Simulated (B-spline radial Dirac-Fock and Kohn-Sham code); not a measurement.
ΔSCF core binding energies without Breit or QED terms, calculated with a B-spline atomic structure program.

A sound run for the K atom, configuration 1s2 2s2 2p6 3s2 3p6 4s1: The ground state converged in 10 iterations, with total energy -601.52594 Ha, virial ratio 1.99214 and highest orbital energy -4.03 eV. ΔSCF binding energies: K (1s) 3618.0 eV, L3 (2p3/2) 300.5 eV. Holes are computed only in closed shells, and unreliable hole states are left out.

A second run, with one unsound setting: The ground state converged in 9 iterations, with total energy -550.54395 Ha, virial ratio 2.42789 and highest orbital energy -4.15 eV. ΔSCF binding energies: K (1s) 3360.1 eV, L3 (2p3/2) 335.7 eV. Holes are computed only in closed shells, and unreliable hole states are left out.

```
iter   energy (Ha)        error
   1     -547.19128911  3.13e+00
   2     -550.40685876  1.90e-01
   3     -550.51242643  8.33e-02
   4     -550.53682263  3.66e-02
   5     -550.54384685  4.21e-03
   6     -550.54394257  4.58e-04
   7     -550.54394703  2.22e-05
   8     -550.54394703  3.70e-07
   9     -550.54394703  3.28e-08
```

Q: Which fault fits the second run best?
A. overfilled shell
B. too few iterations
C. unbound anion
D. mesh too coarse

A: D. The input had h = 2.0: h is too large to resolve the orbitals.
